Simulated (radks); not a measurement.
Values are calculated unless marked as measured or tabulated.
Q: The lanthanum ion La8+ is in [Kr] 4d10 5s2 5p1. Code: a radial shooting solver on a logarithmic mesh with Libxc functionals. Model: scalar-relativistic Kohn-Sham, BLYP, spin-polarised, spherical densities, finite nucleus; Fermi nuclear charge, rms radius of each element as measured or else 0.836 A^(1/3) + 0.57 fm. Open shells are filled with parallel spins first. One electron is removed from 5p, 4d, 4p, 5s in turn, with full relaxation. Which removal costs least, and what does each cost?

A: 5p 118.30 eV; 5s 137.54 eV; 4d 218.78 eV; 4p 316.30 eV. The 5p electron leaves first.
